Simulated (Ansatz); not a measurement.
Mulliken charges of CH2BClFN, SMILES `C=NB(F)Cl` from r2SCAN/def2-TZVPP in Ansatz (PBE0-D4/def2-TZVP geometry).

```tsv
atom	x (Å)	y (Å)	z (Å)	charge (e)
C1	-1.254	-0.404	-0.023	0.027
N2	-0.229	0.297	-0.071	-0.084
B3	1.138	0.445	0.090	0.327
F4	1.643	0.935	1.214	-0.260
Cl5	2.234	0.104	-1.246	-0.175
H6	-2.226	0.005	-0.315	0.083
H7	-1.244	-1.450	0.307	0.082
```

**Question.** By hand: the dipole of these point charges (1 e Å = 4.8032 D).

**Answer.** Σ q r = (-0.747, -0.270, -0.064) e Å, of length 0.797 e Å = 3.83 D.

**Question.** How does the dipole of the full density compare? (An estimate is asked.)

**Answer.** Computed: (-0.562, -0.290, 0.015) e Å, 3.04 D; the point charges give 1.26 times that, at 10° from its direction.

Point charges leave out the atoms' own dipoles, such as those of lone pairs, and Mulliken's split depends on the basis, so the two needn't agree.
